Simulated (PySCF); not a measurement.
Isomers of C3H11PSSi2. Theory: PySCF 2.14.0, density-fitted response routines, TDDFT CAM-B3LYP/def2-SVPD, vertical, gas phase, core orbitals frozen in the response. Geometries: GFN2-xTB; one conformer of each isolated species. Triplets are in the Tamm–Dancoff approximation. 'Strongest' means the level of largest summed f among the lowest 8 singlets; it needn't be the same kind of state in each.

Question: Rank by computed lowest singlet excitation energy, lowest first.
A. `P[SiH2][SiH2][C@@H]1CCS1`
B. `P[SiH2][C@H]1CSC[SiH2]1`
C. `C=C([SiH2][SiH2]P)SC`
D. `P[SiH2]S[SiH2]C1CC1`
E. `C1([Si@@H]([SiH3])P)CSC1`

Answer: A (4.38 eV), E (4.63 eV), B (5.12 eV), C (5.36 eV), D (6.01 eV).

```csv
SMILES,S1 (eV),LUMO (eV),strongest (eV),f (S1),T1 (eV),S1 mainly
P[SiH2][SiH2][C@@H]1CCS1,4.38,0.44,6.28,0.001,3.93,H→L (49%)
[SiH3][Si@@H](P)C1CSC1,4.63,0.64,6.59,0.000,4.17,H→L (79%)
P[SiH2][C@H]1CSC[SiH2]1,5.12,0.75,6.73,0.003,4.68,H→L (54%)
C=C([SiH2][SiH2]P)SC,5.36,0.53,5.48,0.002,3.76,H→L+2 (46%)
P[SiH2]S[SiH2]C1CC1,6.01,0.84,6.89,0.013,5.53,H→L (85%)
```

H and L stand for HOMO and LUMO.
